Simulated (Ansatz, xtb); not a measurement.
## How methods differ on LiI (Lithium Iodide)

LiI has 2 atoms, charge 0, and is taken as a singlet. SMILES: `[Li][I]`. Geometry: the measured bond length. The run starts from this shape.

```xyz
2

Li    0.0000    0.0000    0.0000
I     0.0000    0.0000    2.3919
```

Each level gives the adiabatic ionisation energy (to the doublet cation, no zero-point term) (eV). The values are calculated.

```tsv
level	kind	program	value (eV)	less CCSD(T)/def2-TZVP
GFN1-xTB	semi-empirical	xtb	14.69	+6.35
SVWN5/def2-TZVP (core potential)	LDA	Ansatz	8.82	+0.48
PBE-D3(BJ)/def2-TZVP (core potential)	GGA	Ansatz	8.51	+0.17
r2SCAN/def2-TZVP (core potential)	meta-GGA	Ansatz	8.50	+0.16
B3LYP-D4/def2-TZVP (core potential)	global hybrid	Ansatz	8.57	+0.23
wB97X-V/def2-TZVP (core potential)	range-separated hybrid	Ansatz	8.50	+0.16
CCSD(T)/def2-TZVP (core potential)	coupled cluster or CI	Ansatz	8.34	0.00
```

CCSD(T)/def2-TZVP (core potential) is the highest level here, not the true value. Spin-orbit coupling, which can split open shells on such heavy atoms by tenths of an eV, is left out. The values span 8.34 to 14.69 eV. The xTB values lack the empirical shift that such differences need. In the correlated wave-function rows the outer d shell of I is correlated, in sets not made for it.
